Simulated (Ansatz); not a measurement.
`COB(S)Cl` + HBr → `COB(S)Br` + HCl  (ligand exchange at a B–Cl bond)

Program: Ansatz. Geometries: PBE0-D4/def2-TZVP. ΔE: electronic, gas phase. CBS: MP2 limit from def2 TZ/QZ plus the TZ coupled-cluster correction, frozen cores. This one scheme is used for every species. DFT in def2-TZVPP. B3LYP here is the variant with VWN-RPA as its local correlation; programs differ in this. For Br outer-core shells are correlated without core-valence functions, which leaves a few kJ/mol of doubt a bond. Scalar relativity is left out up to krypton. Each species was taken in one conformer, which may not be the lowest.

| level | ΔE (kcal/mol) |
| --- | --- |
| r2SCAN-D4 | 2.9 |
| B3LYP-D4 | 3.0 |
| PBE | 3.0 |
| r2SCAN | 2.9 |
| B3LYP | 3.6 |
| HF/def2-TZVPP | 3.8 |
| SCS-MP2/def2-TZVPP | 2.1 |
| MP2/CBS(def2) | 1.2 |

Problem. What does CCSD(T)/CBS give? (Estimate.)

Solution. The calculation gave: +1.7 kcal/mol. The listed levels differ from it by 1.2, 1.3, 1.3, 1.2, 1.9, 2.1, 0.4, -0.5 kcal/mol.

Largest T1 diagnostic among the species: 0.012.

In def2-TZVPP, CCSD(T) changes the Hartree–Fock value by −1.7 kcal/mol (the triples alone add −0.2 kcal/mol) and MP2 by −2.2 kcal/mol.
